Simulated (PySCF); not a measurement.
**29Si chemical shifts**

Theory: GFN2-xTB geometry, σ from GIAO-PBE0/pcSseg-1, in PySCF 2.14.0 with density-fitted response routines (no solvent, no relativistic terms, single conformer, fast rotation and ring inversion assumed for equivalent nuclei).

Shieldings were converted by a linear fit to measured shifts: 29Si: δ = 279.94 − 0.822σ (rms 8.9 ppm, 72 shifts, 25.8 ppm with the 6 outliers that the fit left out vs TMS, solution or neat liquid). Occasional misses reach two or three times the rms, and more in compound classes unlike the fitted ones.

Question: Give the 29Si shifts of `F/C=C(\F)[C@H]([SiH3])CF`, `CCCC[SiH2][SiH2]C#N`, `CC#C[Si@H](CC)N[SiH3]`, `C=C[C@@H]1C[C@@H]1N([SiH3])[SiH3]`, `C=CN1[SiH2][SiH2]C[C@H]1C`.

Answer: 
| compound | environment | δ (ppm) |
| --- | --- | --- |
| F/C=C(\F)[C@H]([SiH3])CF | silicon bonded to C, 3 H | -59.9 |
| [CH3:1][CH2:2][CH2:3][CH2:4][SiH2:5][SiH2:6][C:7]#[N:8] | Si5: silicon bonded to C, Si, 2 H | -65.9 |
| [CH3:1][CH2:2][CH2:3][CH2:4][SiH2:5][SiH2:6][C:7]#[N:8] | Si6: silicon bonded to C, Si, 2 H | -95.3 |
| [CH3:1][C:2]#[C:3][Si@H:4]([CH2:5][CH3:6])[NH:7][SiH3:8] | Si4: silicon bonded to 2 C, N, H | -37.1 |
| [CH3:1][C:2]#[C:3][Si@H:4]([CH2:5][CH3:6])[NH:7][SiH3:8] | Si8: silicon bonded to N, 3 H | -54.9 |
| C=C[C@@H]1C[C@@H]1N([SiH3])[SiH3] | silicon bonded to N, 3 H (×2) | -47.8 |
| [CH2:1]=[CH:2][N:3]1[SiH2:4][SiH2:5][CH2:6][C@H:7]1[CH3:8] | Si4: silicon bonded to N, Si, 2 H, in a 5-membered ring | -47.2 |
| [CH2:1]=[CH:2][N:3]1[SiH2:4][SiH2:5][CH2:6][C@H:7]1[CH3:8] | Si5: silicon bonded to C, Si, 2 H, in a 5-membered ring | -69.3 |
